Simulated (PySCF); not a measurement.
## Al⁺: excitation energy

Al⁺ [Ne] 3s2 (1S) → Al⁺ [Ne] 3d2 (3F), as a difference of total energies. Computed with PySCF 2.14 in aug-cc-pwCVDZ, with the non-relativistic Hamiltonian (point nucleus). Correlated levels: valence: [Ne] frozen. The calculations carry no spin-orbit coupling.

```csv
method,excitation energy (eV)
UHF,24.292
MP2 (valence),24.970
SCS-MP2 (valence),25.120
CCSD (valence),25.316
```

**Question.** How much does correlation contribute at MP2 (valence)?

**Answer.** 24.970 − (24.292) = 0.678 eV, measured against UHF.

The upper state lies above the first ionisation limit, where it may autoionise and the basis confines it.

The promoted electron is Rydberg-like, and one or two diffuse shells describe it only roughly, which tends to raise the upper state.

With two correlated electrons CCSD is exact in that space.
